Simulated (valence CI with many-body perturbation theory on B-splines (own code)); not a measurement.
**Pd¹⁵⁺: calculated level list**

Method: configuration interaction combined with many-body perturbation theory (CI+MBPT): three valence electrons over a frozen Dirac-Fock core [Ar] 3d10, a basis of 11 s, 11 p, 9 d, 7 f, 5 g, 2 h, 1 i functions for each j, with the one-electron correlation potential Σ1 (screened to all orders), the two-electron term Σ2, the three-electron term Σ3, Breit, model QED; selected single and double excitations, second order for the rest (own B-spline code, finite nucleus).

No measured spectrum was set against this ion. As an estimate, levels hold to about 250 cm⁻¹ or 0.2 % of their energy and the worst to 1 %, as in measured heavy ions of charge 2 to 7; those with d or f electrons hold less well.

Levels 1 to 45 of 67, with energies above the lowest level, 4s2 4p 2P°_1/2. "Leading %" is the weight of the configuration and term that name the level; weights of strongly mixed levels are sums over their largest components and can fall short. Lifetimes count E1, E2, E3, M1 and M2 decay at the calculated energies, and are blank where another channel may lead or the interval is too uncertain; long ones can be off by a factor of two.

```csv
No.,Configuration,Term,J,E (cm⁻¹),Leading %,Lifetime,g
1,4s2 4p,2P°,1/2,0,98,,0.665
2,4s2 4p,2P°,3/2,52588,98,760 μs,1.333
3,4s 4p2,4P,1/2,261790,91,1.35 ns,2.592
4,4s 4p2,4P,3/2,290370,98,9.33 ns,1.719
5,4s 4p2,4P,5/2,310260,81,1.45 ns,1.524
6,4s 4p2,2D,3/2,355000,87,87.5 ps,0.843
7,4s 4p2,2D,5/2,372710,76,203 ps,1.275
8,4s 4p2,2P,1/2,390290,61,20.4 ps,1.220
9,4s 4p2,2S,1/2,442410,60,24.2 ps,1.523
10,4s 4p2,2P,3/2,450130,91,14.4 ps,1.303
11,4s2 4d,2D,3/2,564080,92,8.28 ps,0.800
12,4s2 4d,2D,5/2,572760,93,9.99 ps,1.200
13,4p3,4S°,3/2,650040,37,29.0 ps,1.397
14,4p3,4S°,3/2,682260,51,24.7 ps,1.413
15,4p3,2D°,5/2,686230,85,60.7 ps,1.199
16,4p3,2P°,1/2,729660,91,27.5 ps,0.665
17,4p3,2P°,3/2,760170,60,28.2 ps,1.295
18,4s 4p 4d,4F°,3/2,771330,91,184 ps,0.453
19,4s 4p 4d,4F°,5/2,781500,91,165 ps,1.042
20,4s 4p 4d,4F°,7/2,798560,90,119 ps,1.248
21,4s 4p 4d,4P°,5/2,816040,58,12.5 ps,1.469
22,4s 4p 4d,4D°,3/2,821850,53,9.14 ps,1.376
23,4s 4p 4d,4D°,1/2,824970,82,7.43 ps,0.344
24,4s 4p 4d,4F°,9/2,827180,100,,1.333
25,4s 4p 4d,2D°,5/2,851180,34,12.8 ps,1.115
26,4s 4p 4d,2D°,3/2,852960,62,10.5 ps,0.902
27,4s 4p 4d,4P°,1/2,856020,87,11.1 ps,2.341
28,4s 4p 4d,4D°,7/2,858190,89,8.30 ps,1.405
29,4s 4p 4d,4P°,3/2,859170,57,10.7 ps,1.453
30,4s 4p 4d,4D°,5/2,860170,50,10.0 ps,1.319
31,4s 4p 4d,2D°,5/2,875880,42,16.7 ps,1.112
32,4s 4p 4d,2F°,7/2,907470,98,23.7 ps,1.143
33,4s 4p 4d,2P°,3/2,915270,61,7.38 ps,1.182
34,4s 4p 4d,2F°,7/2,929700,83,7.54 ps,1.155
35,4s 4p 4d,2F°,5/2,932380,82,7.44 ps,0.873
36,4s 4p 4d,2P°,1/2,944010,92,9.03 ps,0.656
37,4s 4p 4d,2P°,1/2,954740,91,6.91 ps,0.657
38,4s 4p 4d,2D°,3/2,964260,50,6.17 ps,1.049
39,4s 4p 4d,2P°,3/2,965010,71,6.65 ps,1.208
40,4s 4p 4d,2D°,5/2,969370,85,5.32 ps,1.180
41,4s2 4f,2F°,7/2,1089200,87,6.82 ps,1.143
42,4s2 4f,2F°,5/2,1089600,86,6.38 ps,0.856
43,4p2 4d,4F,3/2,1110300,67,38.0 ps,0.604
44,4p2 4d,4F,5/2,1124700,44,40.2 ps,1.105
45,4p2 4d,2F,5/2,1135100,61,66.2 ps,0.915
```

Names give the largest LS component (configuration and term), which can be under half, so a name can repeat, a term be missing and a line seem to break the LS rules; names also repeat where a configuration has a term twice.

Where two levels of one J and parity lie close, their mixing, g and order are uncertain.

The ionisation energy to 4s2 1S_0 of the next ion comes out as 369.91 eV (NIST: 369.1 ± 0.15 eV (semi-empirical)). All 67 levels together are meant to be complete up to 1268300 cm⁻¹.
